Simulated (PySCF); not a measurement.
C3H5BN2, SMILES NB1C=CN=C1.

Geometry: PBE-D3(BJ)/def2-SVP. This is a generated structure with no PubChem entry under its InChIKey; it may be hypothetical. The values are those of a single conformer.

All values below come from PySCF with PBE-D3(BJ)/def2-SVP.

No scaling factor is applied to the harmonic values.

Computed normal modes with their intensities:
```tsv
mode	ν (cm⁻¹)	IR (km/mol)	Raman (Å⁴/amu)	depolarisation	moving atoms (share of kinetic energy)
1	144	2.7	0.6	0.75	C 37 %, N 25 %, B 19 %, H 19 %
2	288	2.1	1.6	0.75	H 34 %, C 27 %, N 26 %, B 13 %
3	341	10.9	1.7	0.75	H 39 %, C 34 %, N 25 %
4	551	1.5	6.3	0.30	N 53 %, C 22 %, B 15 %, H 10 %
5	564	108.0	0.8	0.75	H 65 %, B 14 %, C 10 %, N 10 %
6	601	40.1	0.1	0.75	H 48 %, B 31 %, N 15 %
7	653	7.8	0.1	0.75	H 81 %, C 11 %
8	721	0.9	0.7	0.73	C 40 %, N 32 %, B 16 %, H 12 %
9	759	33.0	4.6	0.75	H 65 %, C 21 %, B 8 %
10	801	6.1	14.2	0.45	C 63 %, H 27 %, N 9 %
11	831	0.9	2.2	0.67	H 59 %, C 24 %, N 17 %
12	845	9.4	4.3	0.75	H 73 %, C 21 %
13	914	8.8	8.2	0.34	C 46 %, N 33 %, H 21 %
14	958	0.0	2.9	0.75	H 68 %, C 31 %
15	1065	0.9	14.9	0.57	H 76 %, C 13 %, B 8 %
16	1134	34.7	2.1	0.57	H 41 %, B 36 %, C 16 %
17	1253	0.1	9.1	0.35	H 66 %, C 16 %, N 13 %
18	1281	12.8	1.7	0.75	H 57 %, C 35 %
19	1415	52.4	40.3	0.67	B 46 %, H 41 %
20	1537	17.7	61.9	0.10	C 73 %, H 17 %, N 10 %
21	1569	135.2	8.9	0.02	H 43 %, N 23 %, B 22 %, C 13 %
22	1587	22.1	1.7	0.10	C 58 %, N 36 %
23	3039	30.0	152.1	0.31	H 92 %, C 8 %
24	3107	19.9	132.6	0.42	H 92 %, C 8 %
25	3152	7.4	146.1	0.20	H 91 %, C 9 %
26	3500	42.4	206.8	0.14	H 96 %
27	3599	31.0	97.9	0.75	H 91 %, N 9 %
```
